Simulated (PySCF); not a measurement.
C4H8OS, SMILES CC(=O)[C@H](C)S.

Geometry: B3LYP-D3(BJ)/def2-SVP. Other conformers were not sampled.

All values below come from TDA-M06-2X/def2-SVPD (PySCF).

Vertical excitations. Isolated molecule, no solvent.

```csv
state,energy (eV),λ (nm),f,main pairs
S1,4.09,303,0.003,"HOMO→LUMO 44 %, HOMO−1→LUMO 37 %"
S2,5.26,236,0.001,"HOMO→LUMO 37 %, HOMO−1→LUMO 28 %, HOMO→LUMO+4 14 %, HOMO→LUMO+1 8 %"
S3,6.11,203,0.038,HOMO→LUMO+1 62 %
S4,6.75,184,0.006,"HOMO→LUMO+2 64 %, HOMO−1→LUMO 11 %"
S5,7.19,172,0.013,"HOMO→LUMO+4 34 %, HOMO→LUMO+1 17 %, HOMO−1→LUMO+1 14 %, HOMO→LUMO+2 13 %"
S6,7.29,170,0.023,HOMO→LUMO+3 72 %
S7,7.60,163,0.034,"HOMO−1→LUMO+1 27 %, HOMO→LUMO+5 20 %, HOMO→LUMO+4 15 %, HOMO→LUMO+3 12 %"
S8,7.80,159,0.028,"HOMO→LUMO+5 57 %, HOMO−1→LUMO+1 13 %"
S9,7.98,155,0.022,"HOMO−1→LUMO+2 45 %, HOMO−1→LUMO+1 18 %, HOMO→LUMO+6 8 %"
S10,8.03,154,0.087,"HOMO−2→LUMO 63 %, HOMO−3→LUMO 10 %"
T1,3.61,344,0,"HOMO→LUMO 42 %, HOMO−1→LUMO 38 %"
T2,4.89,254,0,"HOMO→LUMO 38 %, HOMO−1→LUMO 26 %, HOMO→LUMO+4 13 %"
T3,5.73,217,0,"HOMO→LUMO+1 49 %, HOMO→LUMO+4 11 %"
T4,6.05,205,0,"HOMO−4→LUMO 34 %, HOMO−2→LUMO 21 %, HOMO−3→LUMO 9 %, HOMO−9→LUMO 5 %"
```
Triplets are in the Tamm–Dancoff approximation.
